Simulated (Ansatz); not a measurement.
```xyz
9

C     1.5472    0.7236   -0.6937
C     0.4405    0.2059   -0.1976
O     0.2826   -0.4959    0.9814
Si   -1.3450   -0.6290    0.6031
O    -0.8311    0.2392   -0.7357
H     2.4758    0.6164   -0.1545
H     1.5157    1.2502   -1.6350
H    -2.2660    0.0904    1.5084
H    -1.8197   -2.0008    0.3237
```

The species carries charge 0 and has multiplicity 1.

(1) List the PBE0/def2-TZVPP orbital energies in eV (the Gaussian-basis code of Ansatz). (Best estimate.)

## Answers

(1) The calculation gave: Occupied: -1804.41, -523.53, -523.53, -281.41, -277.57, -146.60, -101.33, -101.25, -101.21, -31.38, -27.88, -21.17, -16.47, -14.80, -14.70, -13.46, -13.40, -11.27, -11.17, -10.35, -9.95, -9.81, -6.64. Lowest empty: -0.92, 0.63, 1.22, 1.45, 2.73, 3.23, 3.25, 3.58.
